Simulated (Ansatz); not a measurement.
Born–Oppenheimer molecular dynamics of ClH$_{7}$N$_{2}$OSi$_{2}$ (13 atoms, charge 0, multiplicity 1). It goes on from the last frame of an earlier run, with new velocities.

These are results of RKS revPBE-D4/STO-3G (Ansatz 0.2.0), not measurements.

```
ensemble                      : NVE (velocity Verlet)
time step                     : 1 fs
steps asked                   : 150
starting velocities drawn for : 1000 K
seed                          : 638782
```

First frame:

```xyz
13
Properties=species:S:1:pos:R:3
Si 0.112 0.028 -0.222
N -0.458 -0.112 1.426
H -1.030 -0.990 1.666
H 0.408 -0.156 2.063
N 1.797 0.460 -0.039
H 2.435 -0.375 -0.031
H 2.152 1.040 -0.847
O -0.619 1.286 -1.007
Si -2.305 1.512 -0.784
H -2.494 2.386 0.370
H -2.770 2.313 -1.906
H -3.033 0.251 -0.743
Cl -0.374 -1.879 -1.297
```

Task: How far do the bonds stretch over the last three quarters of this one trajectory? (Pairs bonded in most of those frames.)

Result: 
```
    bond  mean (Å)  spread (Å)  shortest  longest
  Si1–N2     1.795       0.053      1.69     1.90
  Si1–N5     1.783       0.044      1.71     1.86
  Si1–O8     1.695       0.060      1.59     1.81
Si1–Cl13     2.191       0.047      2.12     2.28
   N2–H3     1.072       0.039      0.98     1.16
   N2–H4     1.075       0.059      0.98     1.17
   N5–H6     1.064       0.016      1.02     1.11
   N5–H7     1.065       0.018      1.03     1.12
  O8–Si9     1.740       0.070      1.64     1.86
 Si9–H10     1.472       0.058      1.37     1.57
 Si9–H11     1.463       0.045      1.38     1.54
 Si9–H12     1.475       0.063      1.38     1.56
```

Pairs bonded in part of these frames only: Si1–Si9 9 %.

Mean temperature of the second half: 547 K. The conserved energy stayed within 2.8 meV per atom of its start (net change 2.1 meV per atom), so the integration is sound. Over the second half the temperature averaged 0.55 of the 1000 K drawn at the start: a run that starts near a minimum puts about half its kinetic energy into the potential. A run of 0.15 ps of so small a system gives no equilibrium averages. Limits of this set-up: minimal basis.

The run took 9.4 min on 1 thread of Arm Neoverse V1, with other jobs on the host, peak memory 0.11 GiB.
